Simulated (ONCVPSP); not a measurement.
## Transferability test, ONCV potential for Mn

```json
{"Element": "manganese", "Generator": "ONCVPSP 4.0.1", "Type": "optimised norm-conserving Vanderbilt (ONCV)", "Functional": "PBE", "Relativity": "scalar-relativistic", "Frozen core": "[Ne] 3s2", "Valence charge": "13", "Reference configuration": "3p6 3d5 4s2", "Partial waves": "4s: rc 2.55 bohr, ncon 4, nbas 8, qcut 2.5 1/bohr, 2 projectors, debl 1.6 Ha; 3p: rc 1.30 bohr, ncon 4, nbas 8, qcut 12.9 1/bohr, 3 projectors, debl 2.7 Ha; 3d: rc 1.25 bohr, ncon 3, nbas 7, qcut 12.2 1/bohr, 1 projector", "Local potential": "polynomial inside 1.20 bohr (lpopt 5, dvloc0 6 Ha)", "Core correction": "none"}
```

Energies are relative to the spin-unpolarised reference configuration 3p6 3d5 4s2; without spin polarisation the order of configurations can differ from experiment.

| valence configuration | charge | ΔE all-electron (eV) | error AE − PS (meV) |
| --- | --- | --- | --- |
| 3p6 3d5 4s1 | +1 | 8.416 | -4.7 |
| 3p6 3d5 4s0 | +2 | 24.015 | -22 |

**Question.** What are ΔE and the potential's error for 3p6 3d4 4s0?

**Answer.** ΔE = 56.534 eV all-electron; the error (AE − PS) is +45 meV.

**Question.** What are ΔE and the potential's error for 3p6 3d5.5 4s1.5?

**Answer.** ΔE = -0.482 eV all-electron; the error (AE − PS) is -10 meV.

Levels in the configuration 3p6 3d5 4s1:

```
level  all-electron (eV)  pseudo (eV)
   3p            -62.830      -62.779
   3d            -14.908      -14.882
   4s            -11.878      -11.887
```

Note: no bound ghost flagged; GHOST(+) flagged for s at 60.2 eV.
